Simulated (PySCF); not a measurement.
C7H7, SMILES [CH2]c1ccccc1, doublet (PBE0/def2-SVP optimised geometry):

```
14

C      1.413     1.827    -0.001
C      0.704     0.610     0.000
C     -0.719     0.582     0.000
C     -1.412    -0.617     0.000
C     -0.722    -1.836     0.000
C      0.679    -1.836     0.000
C      1.381    -0.642     0.000
H      0.887     2.784    -0.001
H      2.505     1.841    -0.001
H     -1.265     1.530     0.000
H     -2.505    -0.612     0.000
H     -1.272    -2.780     0.000
H      1.222    -2.784     0.000
H      2.475    -0.650     0.000
```

Calculation: unrestricted PBE0/def2-TZVP (PySCF).

Question: What are the frontier orbital energies (α orbitals alone; a β orbital can be the lowest empty one) and the dipole moment?

Answer: HOMO-2 -8.52 eV, HOMO-1 -7.52 eV, HOMO -5.49 eV, LUMO -0.30 eV, LUMO+1 0.32 eV; dipole moment 0.10 D.

On the same geometry unrestricted PBE/def2-TZVP (PySCF 2.14.0) gives HOMO-2 -7.25 eV, HOMO-1 -6.47 eV, HOMO -4.43 eV, LUMO -1.24 eV, LUMO+1 -0.61 eV; dipole moment 0.16 D.

Meta-Löwdin charges at PBE0/def2-TZVP: C1 -0.26, C2 0.02, C3 -0.12, C4 -0.12, C5 -0.12, C6 -0.12, C7 -0.12, H8 0.12, H9 0.12, H10 0.12, H11 0.12, H12 0.12, H13 0.12, H14 0.12.
